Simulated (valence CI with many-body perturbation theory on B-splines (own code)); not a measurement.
## E1 line list for Sm⁵⁶⁺

Calculated by relativistic CI+MBPT: four valence electrons over a frozen Dirac-Fock core [He], a basis of 11 s, 11 p, 9 d, 7 f, 5 g, 2 h, 1 i functions for each j, with the one-electron correlation potential Σ1 (screened to all orders), the two-electron term Σ2, the three-electron term Σ3, Breit, model QED; selected single and double excitations, second order for the rest (own B-spline code, finite nucleus).

No measured spectrum was set against this ion. As an estimate, large intervals hold to a few tenths of a per cent, small ones and those within an open d or f shell to about a per cent. Among the levels kept, up to 250 cm⁻¹ of a level comes from second order outside the variational space, and about a tenth of that is noise between levels of different J, which matters for small intervals.

Lines 101 to 150 of 259 in falling wavelength, among levels below 8182.2 eV, chosen from the strongest by gf and those to the six lowest levels. Wavelengths and rates use the calculated energies. Electric multipoles are in the length gauge, E1 and E2 with the static RPA response of the core. Weak lines are less certain than strong ones. Lines between different terms over intervals too small for the method are left out, as are lines whose strength nearly cancels. The highest levels of a list are the least certain.

Levels are named by their leading jj configuration (3d3/2^4 stands for four electrons in 3d with j = 3/2), which in mixed levels can hold well under half, so a name can repeat and another be missing. Letters in brackets count levels of one name in rising energy.

| λ vac (Å) | Upper | Lower | A (s⁻¹) | S (a.u.) with core polarisation | S without |
| --- | --- | --- | --- | --- | --- |
| 1.976 | (2s^2 2p3/2 3s) J=2 | (2s^2 2p3/2^2) J=2 | 4.99e+13 | 9.50e-04 | 9.48e-04 |
| 1.976 | (2s^2 2p1/2 3s) J=0 | (2s^2 2p1/2 2p3/2) J=1 | 9.61e+13 | 3.66e-04 | 3.65e-04 |
| 1.975 | (2s^2 2p1/2 3s) J=1 | (2s^2 2p1/2 2p3/2) J=1 | 1.53e+13 | 1.75e-04 | 1.74e-04 |
| 1.974 | (2s^2 2p3/2 3s) J=1 | (2s^2 2p3/2^2) J=2 | 8.23e+13 | 9.37e-04 | 9.35e-04 |
| 1.961 | (2s^2 2p1/2 3p3/2) J=1 | (2s 2p1/2^2 2p3/2) J=2 | 3.88e+12 | 4.33e-05 | 4.32e-05 |
| 1.905 | (2s 2p1/2^2 3d3/2) J=1 | (2s 2p1/2^2 2p3/2) J=1 | 8.52e+13 | 8.71e-04 | 8.72e-04 |
| 1.903 | (2s 2p1/2^2 3d3/2) J=2 | (2s 2p1/2^2 2p3/2) J=1 | 8.36e+11 | 1.42e-05 | 1.42e-05 |
| 1.897 | (2s 2p1/2 2p3/2 3d5/2) J=2 [a] | (2s 2p1/2 2p3/2^2) J=1 [a] | 6.89e+13 | 1.16e-03 | 1.16e-03 |
| 1.891 | (2s 2p1/2 2p3/2 3p1/2) J=2 [b] | (2s^2 2p3/2^2) J=2 | 8.62e+11 | 1.44e-05 | 1.44e-05 |
| 1.890 | (2s 2p1/2 2p3/2 3d3/2) J=1 [c] | (2s 2p1/2 2p3/2^2) J=1 [b] | 1.09e+14 | 1.09e-03 | 1.09e-03 |
| 1.889 | (2s 2p1/2 2p3/2 3d5/2) J=3 [b] | (2s 2p1/2 2p3/2^2) J=2 [b] | 5.92e+13 | 1.38e-03 | 1.38e-03 |
| 1.888 | (2s 2p1/2 2p3/2 3d5/2) J=1 [b] | (2s 2p1/2 2p3/2^2) J=1 [b] | 1.81e+14 | 1.81e-03 | 1.81e-03 |
| 1.888 | (2s 2p1/2 2p3/2 3d5/2) J=1 [a] | (2s 2p1/2 2p3/2^2) J=0 | 2.83e+14 | 2.82e-03 | 2.82e-03 |
| 1.887 | (2s 2p1/2 2p3/2 3d5/2) J=2 [b] | (2s 2p1/2 2p3/2^2) J=1 [b] | 1.32e+14 | 2.19e-03 | 2.19e-03 |
| 1.886 | (2s 2p1/2 2p3/2 3d5/2) J=2 [b] | (2s 2p1/2 2p3/2^2) J=2 [b] | 2.17e+14 | 3.59e-03 | 3.59e-03 |
| 1.886 | (2s 2p1/2 2p3/2 3d3/2) J=2 [a] | (2s 2p1/2 2p3/2^2) J=2 [a] | 5.83e+13 | 9.65e-04 | 9.66e-04 |
| 1.885 | (2s 2p1/2 2p3/2 3d3/2) J=1 [a] | (2s 2p1/2 2p3/2^2) J=2 [a] | 9.00e+13 | 8.93e-04 | 8.93e-04 |
| 1.885 | (2s 2p1/2 2p3/2 3d3/2) J=0 [b] | (2s 2p1/2 2p3/2^2) J=1 [b] | 4.86e+14 | 1.61e-03 | 1.61e-03 |
| 1.885 | (2s 2p1/2 2p3/2 3d3/2) J=2 [d] | (2s 2p1/2 2p3/2^2) J=1 [b] | 6.53e+13 | 1.08e-03 | 1.08e-03 |
| 1.884 | (2s 2p1/2 2p3/2 3d3/2) J=3 [b] | (2s 2p1/2 2p3/2^2) J=3 | 3.67e+13 | 8.47e-04 | 8.48e-04 |
| 1.884 | (2s 2p1/2 2p3/2 3d3/2) J=2 [b] | (2s 2p1/2 2p3/2^2) J=3 | 6.57e+13 | 1.08e-03 | 1.09e-03 |
| 1.884 | (2s 2p1/2^2 3d3/2) J=1 | (2s 2p1/2^2 2p3/2) J=2 | 2.10e+13 | 2.08e-04 | 2.08e-04 |
| 1.884 | (2s 2p1/2 2p3/2 3d3/2) J=2 [d] | (2s 2p1/2 2p3/2^2) J=2 [b] | 1.16e+14 | 1.91e-03 | 1.91e-03 |
| 1.883 | (2s 2p1/2 2p3/2 3p1/2) J=1 [b] | (2s^2 2p3/2^2) J=2 | 3.29e+12 | 3.25e-05 | 3.25e-05 |
| 1.883 | (2s^2 2p1/2 3d3/2) J=2 | (2s^2 2p1/2 2p3/2) J=2 | 1.15e+14 | 1.90e-03 | 1.90e-03 |
| 1.883 | (2s 2p1/2 2p3/2 3d3/2) J=1 [d] | (2s 2p1/2 2p3/2^2) J=1 [b] | 3.13e+14 | 3.10e-03 | 3.10e-03 |
| 1.883 | (2s 2p1/2^2 3d3/2) J=2 | (2s 2p1/2^2 2p3/2) J=2 | 1.42e+14 | 2.34e-03 | 2.34e-03 |
| 1.882 | (2s 2p1/2^2 3d5/2) J=2 | (2s 2p1/2^2 2p3/2) J=1 | 6.25e+14 | 1.03e-02 | 1.03e-02 |
| 1.882 | (2s 2p1/2 2p3/2 3p1/2) J=2 [c] | (2s^2 2p3/2^2) J=2 | 9.28e+11 | 1.53e-05 | 1.53e-05 |
| 1.882 | (2s 2p1/2 2p3/2 3d5/2) J=0 | (2s 2p1/2 2p3/2^2) J=1 [b] | 3.04e+14 | 1.00e-03 | 1.00e-03 |
| 1.882 | (2s 2p1/2 2p3/2 3d3/2) J=1 [d] | (2s 2p1/2 2p3/2^2) J=2 [b] | 1.56e+14 | 1.54e-03 | 1.54e-03 |
| 1.879 | (2s 2p1/2 2p3/2 3d5/2) J=1 [b] | (2s 2p1/2 2p3/2^2) J=0 | 2.09e+14 | 2.05e-03 | 2.06e-03 |
| 1.878 | (2s^2 2p1/2 3d3/2) J=2 | (2s^2 2p1/2 2p3/2) J=1 | 1.21e+13 | 1.99e-04 | 1.99e-04 |
| 1.876 | (2s^2 2p1/2 3d3/2) J=1 | (2s^2 2p1/2 2p3/2) J=2 | 1.91e+13 | 1.86e-04 | 1.87e-04 |
| 1.876 | (2s^2 2p3/2 3d3/2) J=2 | (2s^2 2p3/2^2) J=2 | 4.19e+13 | 6.83e-04 | 6.83e-04 |
| 1.874 | (2s^2 2p3/2 3d3/2) J=3 | (2s^2 2p3/2^2) J=2 | 1.77e+12 | 4.04e-05 | 4.04e-05 |
| 1.873 | (2s^2 2p3/2 3d3/2) J=1 | (2s^2 2p3/2^2) J=2 | 1.39e+14 | 1.35e-03 | 1.35e-03 |
| 1.872 | (2s 2p1/2 2p3/2 3d3/2) J=2 [c] | (2s 2p1/2 2p3/2^2) J=3 | 8.06e+13 | 1.30e-03 | 1.31e-03 |
| 1.871 | (2s^2 2p1/2 3d3/2) J=1 | (2s^2 2p1/2 2p3/2) J=1 | 1.13e+14 | 1.09e-03 | 1.09e-03 |
| 1.869 | (2s^2 2p3/2 3d5/2) J=1 | (2s^2 2p3/2^2) J=0 | 6.22e+14 | 6.01e-03 | 6.01e-03 |
| 1.868 | (2s 2p1/2 2p3/2 3d5/2) J=3 [b] | (2s 2p1/2 2p3/2^2) J=3 | 5.49e+14 | 1.23e-02 | 1.24e-02 |
| 1.867 | (2s 2p1/2 2p3/2 3d5/2) J=2 [a] | (2s 2p1/2 2p3/2^2) J=2 [a] | 3.71e+14 | 5.96e-03 | 5.96e-03 |
| 1.867 | (2s 2p1/2 2p3/2 3p3/2) J=1 [a] | (2s^2 2p3/2^2) J=0 | 1.42e+14 | 1.36e-03 | 1.37e-03 |
| 1.867 | (2s 2p1/2^2 3d5/2) J=3 | (2s 2p1/2^2 2p3/2) J=2 | 6.99e+14 | 1.57e-02 | 1.57e-02 |
| 1.866 | (2s 2p1/2 2p3/2 3d5/2) J=4 [b] | (2s 2p1/2 2p3/2^2) J=3 | 9.28e+14 | 2.68e-02 | 2.68e-02 |
| 1.866 | (2p1/2^2 2p3/2 3p1/2) J=2 | (2s 2p1/2 2p3/2^2) J=2 [a] | 5.08e+13 | 8.15e-04 | 8.16e-04 |
| 1.865 | (2s^2 2p1/2 3d5/2) J=2 | (2s^2 2p1/2 2p3/2) J=2 | 7.85e+13 | 1.26e-03 | 1.26e-03 |
| 1.865 | (2s 2p1/2 2p3/2 3d5/2) J=3 [a] | (2s 2p1/2 2p3/2^2) J=2 [a] | 9.40e+14 | 2.11e-02 | 2.11e-02 |
| 1.865 | (2s 2p1/2 2p3/2 3d5/2) J=2 [b] | (2s 2p1/2 2p3/2^2) J=3 | 5.89e+13 | 9.43e-04 | 9.44e-04 |
| 1.864 | (2s^2 2p1/2 3d5/2) J=3 | (2s^2 2p1/2 2p3/2) J=2 | 7.03e+14 | 1.57e-02 | 1.57e-02 |
